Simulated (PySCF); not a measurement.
`CC[C@@H](C)C(C)=O`, C6H12O

Geometry (Å), atoms numbered from 1 in this order:
```xyz
19

C    -2.045    0.841   -0.569
C    -1.448   -0.410    0.057
C    -0.006   -0.234    0.523
C     0.496   -1.460    1.290
C     0.932   -0.008   -0.660
C     2.084    0.939   -0.442
O     0.765   -0.581   -1.710
H    -2.035    1.689    0.135
H    -1.488    1.140   -1.469
H    -3.090    0.675   -0.872
H    -1.468   -1.236   -0.671
H    -2.059   -0.729    0.918
H     0.061    0.644    1.191
H    -0.127   -1.643    2.178
H     0.451   -2.354    0.648
H     1.537   -1.339    1.629
H     2.594    0.733    0.512
H     1.691    1.967   -0.376
H     2.793    0.874   -1.277
```

Theory: quadratic response CAM-B3LYP/aug-cc-pVDZ first hyperpolarisability, Taylor convention, gas phase in PySCF 2.14.0. Geometry: PBE0-D3(BJ)/def2-SVP.

Problem. What is the first hyperpolarisability, and how does it disperse?

Solution. In au, Taylor convention; the vector part is βᵢ = ⅓ Σⱼ (βᵢⱼⱼ + βⱼᵢⱼ + βⱼⱼᵢ); β∥ is 3/5 of the vector part along the dipole, the dipole points from − to +:
```
                   process  λ (nm)  β vector norm     β∥  β HRS  depolarisation ratio
           static β(0;0,0)       ∞           85.4  -39.5   33.9                  5.86
second harmonic β(−2ω;ω,ω)    1907           89.0  -40.4   35.3                  5.86
         Pockels β(−ω;ω,0)    1907           86.6  -39.8      –                     –
second harmonic β(−2ω;ω,ω)    1064           97.9  -42.5   38.8                  5.85
         Pockels β(−ω;ω,0)    1064           89.2  -40.4      –                     –
```

Problem. Which lowest excitations, dipole and polarisabilities go with it?

Solution. S1 4.43 eV (f = 0.000); S2 6.46 eV (f = 0.017); S3 7.09 eV (f = 0.006); dipole 2.83 D; isotropic α 77.5 au static, 77.7 au at 1907 nm, 78.0 au at 1064 nm, 78.2 au at 953.5 nm, 79.7 au at 532 nm.
